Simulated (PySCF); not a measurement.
## Radial density of Cr+ (chromium, charge +1)

B2PLYP, [Ar] 3d5, high-spin 6S determinant. Computed with PySCF 2.14 in aug-cc-pVTZ, with no relativity, point nucleus.

```csv
r (bohr),4πr²ρ (e/bohr),4πr²(ρα − ρβ)
0.000867,0.08440,0.0000
0.00146,0.2321,0.0000
0.00245,0.6260,0.0000
0.00413,1.634,-0.0001
0.00694,4.041,-0.0002
0.0117,9.115,-0.0004
0.0196,17.65,-0.0008
0.0330,26.59,-0.0011
0.0556,27.54,0.0001
0.0935,21.87,0.0086
0.157,27.96,0.0728
0.264,27.61,0.4897
0.445,11.05,1.8836
0.748,13.42,3.4852
1.26,7.443,2.7642
2.12,1.321,0.9860
3.56,0.1335,0.1309
5.99,0.002716,0.0027
```
